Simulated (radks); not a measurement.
Cu I, 29 electrons, occupied as [Ar] 3d8 4s1 4d2 (not the ground configuration). All-electron calculation, non-relativistic Kohn-Sham, exchange-only r2SCAN, spin-polarised, spherical densities, point nucleus; open shells are filled with parallel spins first; meta-GGA in the generalised Kohn-Sham scheme. Program: a radial shooting solver on a logarithmic mesh with Libxc functionals.

Unscreened Slater integrals over Kohn-Sham orbitals (cm^-1). They are taken over the spin-up orbitals. Empty in this configuration: 4p.

| integral | value |
|---|---|
| F0(4d,4d) | 31637 |
| F2(4d,4d) | 15639 |
| F4(4d,4d) | 9992.9 |
| F0(4d,4s) | 41495 |
| G2(4d,4s) | 6758.8 |
| F0(4d,3d) | 43552 |
| F2(4d,3d) | 3544.0 |
| F4(4d,3d) | 1251.5 |
| G0(4d,3d) | 1291.4 |
| G2(4d,3d) | 1191.4 |
| G4(4d,3d) | 837.38 |
| F0(4d,3p) | 43727 |
| F2(4d,3p) | 2894.2 |
| G1(4d,3p) | 1241.7 |
| G3(4d,3p) | 877.87 |
| F0(4d,4p) | 40447 |
| F2(4d,4p) | 14318 |
| G1(4d,4p) | 14056 |
| G3(4d,4p) | 8336.5 |
| F0(4s,4s) | 86018 |
| F0(4s,3d) | 109080 |
| G2(4s,3d) | 11333 |
| F0(4s,3p) | 110760 |
| G1(4s,3p) | 6584.7 |
| F0(4s,4p) | 76389 |
| G1(4s,4p) | 49781 |
| F0(3d,3d) | 235710 |
| F2(3d,3d) | 109230 |
| F4(3d,3d) | 68004 |
| F0(3d,3p) | 250050 |
| F2(3d,3p) | 118380 |
| G1(3d,3p) | 145790 |
| G3(3d,3p) | 88797 |
| F0(3d,4p) | 90492 |
| F2(3d,4p) | 18230 |
| G1(3d,4p) | 7170.6 |
| G3(3d,4p) | 6055.3 |
| F0(3p,3p) | 268050 |
| F2(3p,3p) | 134280 |
| F0(3p,4p) | 91503 |
| F2(3p,4p) | 15265 |
| G0(3p,4p) | 3627.4 |
| G2(3p,4p) | 4140.5 |
| F0(4p,4p) | 69559 |
| F2(4p,4p) | 36317 |

Derived for the open shells (J is the average intra-shell exchange parameter used in DFT+U). 3d: Racah B = F2/49 - 5 F4/441 = 1458 cm^-1, C = 35 F4/441 = 5397 cm^-1, C/B = 3.70, F4/F2 = 0.623, J = (F2 + F4)/14 = 12660 cm^-1. 4d: Racah B = F2/49 - 5 F4/441 = 205.9 cm^-1, C = 35 F4/441 = 793.1 cm^-1, C/B = 3.85, F4/F2 = 0.639, J = (F2 + F4)/14 = 1831 cm^-1.
